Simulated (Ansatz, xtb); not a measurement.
System: sum formula CuOClH$_{2}$, net charge 0, singlet state. SMILES: [OH2]->[Cu][Cl]
Geometry from a B3LYP-D3(BJ)/def2-TZVP (Ansatz, a first-principles code) optimisation:
```
Cu
O 1 1.9703
H 2 0.9652 1 115.32
H 2 0.9652 3 107.32 1 -130.03
Cl 1 2.0885 3 159.70 2 178.92
```

Harmonic wavenumbers from GFN2-xTB (xtb, at its own minimum), cm⁻¹: 103, 104, 247, 415, 539, 576, 1435, 3478, 3485.

**Question.** Give the harmonic wavenumbers at B3LYP-D3(BJ)/def2-TZVP (Ansatz, finite differences of forces, unscaled).

**Answer.** 107, 109, 326, 407, 435, 580, 1620, 3763, 3852 cm⁻¹. Zero-point energy 16.0 kcal/mol.

**Question.** From these and the geometry, give the ideal-gas thermochemistry at 298.15 K and 1 atm (rigid rotor, harmonic oscillator).

**Answer.** Point group Cs, rotational symmetry number 1. Rotational constants 332.3, 2.336, 2.326 GHz. S(trans) 40.19, S(rot) 22.70, S(vib) 10.17, S(elec, spin only) 0.00, S 73.1 cal/(mol K). H(298) - H(0) 3.99 kcal/mol; G - E(el) -1.8 kcal/mol.
